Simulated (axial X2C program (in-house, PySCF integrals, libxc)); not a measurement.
## Ionising LiZr

Calculated with an axial X2C code built on PySCF integrals, spin-free (one-electron X2C) or two-component (2c: spin–orbit coupling with atomic mean-field Coulomb and Gaunt terms, which also bring small scalar terms), in Dyall basis sets with cores contracted in-house; open shells are unrestricted.

Basis sets: Li dyall-cv3z, Zr dyall-cv3z. Frozen shells (counts by l): LiZr Zr 3s2p1d, Li 1s, 13 electrons correlated; LiZr⁺ Zr 3s2p1d, Li 1s, 12 electrons correlated. Coupled cluster in natural virtuals with an MP2 remainder. Where the outer core of a metal is frozen, bonds come out longer and ionisation energies lower.

```csv
Hamiltonian,level,LiZr state,Re (Å),ωe (cm⁻¹),De (eV)
spin-free,PBE0,"M_S = 3/2, Λ = 3",2.917,282.7,0.84
spin-free,CCSD,"M_S = 3/2, Λ = 3",2.883,312.3,0.49
spin-free,CCSD(T),"M_S = 3/2, Λ = 3",2.847,312.0,0.48
2c,PBE0,Ω = 3/2,2.919,281.7,n/a
```

Adiabatic ionisation energy (minimum to minimum, no zero-point term) and constants of LiZr⁺:

```json
{"Hamiltonian": "spin-free", "level": "PBE0", "LiZr⁺ state": "M_S = 1, Λ = 2", "IE (eV)": "5.15", "Re (Å)": "3.130", "ωe (cm⁻¹)": "265.8", "De (eV)": "1.26", "fragments": "Zr + Li+"}
{"Hamiltonian": "spin-free", "level": "CCSD", "LiZr⁺ state": "M_S = 1, Λ = 2", "IE (eV)": "4.77", "Re (Å)": "3.097", "ωe (cm⁻¹)": "279.3", "De (eV)": "1.15", "fragments": "Zr + Li+"}
{"Hamiltonian": "spin-free", "level": "CCSD(T)", "LiZr⁺ state": "M_S = 1, Λ = 2", "IE (eV)": "4.83", "Re (Å)": "3.079", "ωe (cm⁻¹)": "285.7", "De (eV)": "1.11", "fragments": "Zr + Li+"}
{"Hamiltonian": "2c", "level": "PBE0", "LiZr⁺ state": "Ω = 1", "IE (eV)": "5.16", "Re (Å)": "3.130", "ωe (cm⁻¹)": "265.7", "De (eV)": "n/a", "fragments": "Zr + Li+"}
```

**Question.** Add the zero-point terms to the ionisation energy at PBE0, 2c, and say whether the electron removed was bonding.

**Answer.** IE0 = IE + (ωe⁺ − ωe)/2 = 5.16 + (-0.001) = 5.16 eV. Re changes by 0.211 Å, so the bond lengthens, as on loss of a bonding electron.

Each entry is the lowest single determinant of a limited PBE0 search at one distance. De goes to single-determinant-based atoms at the same level (for ions the charge split of lowest energy) and is withheld (n/a) where an atom does not fit its ground term or J level. Main or longest-lived isotopes. One determinant is a doubtful description, or other states lie close, for LiZr, LiZr⁺; these need not be ground states, and all values refer to the states named. With several unpaired electrons the Ω given is that of one determinant, not necessarily of the lowest component. The functionals have no current term, which raises determinants with orbital currents. Where the atoms have a lower orbital projection than the molecule, De at mean-field level may be about a tenth of an eV too small.
